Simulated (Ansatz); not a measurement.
```yaml
atoms:
  - { symbol: H, position_ang: [0.0000, 0.0000, -1.2719] }
  - { symbol: Br, position_ang: [0.0000, 0.0000, 0.0363] }
```

Basis set: def2-TZVP (spherical functions). Left uncorrelated: 9 orbitals. Charge 0, multiplicity 1.

Computed with Ansatz (development build ahead of 0.2.0); each method stands on the lowest determinant of its kind that the runs found. Restricted open shells among the atoms or ions are ROHF, correlated in semicanonical orbitals with singles.

The atomization energy at this shape (free ground-state atoms in the same class of orbitals less the molecule, no zero-point energy) of singlet HBr:

```csv
method,atomization energy
RHF,2.77 eV
```

(1) What does RHF-MP2 give?

Answers

(1) 3.65 eV. Caution: the shape is not the minimum.
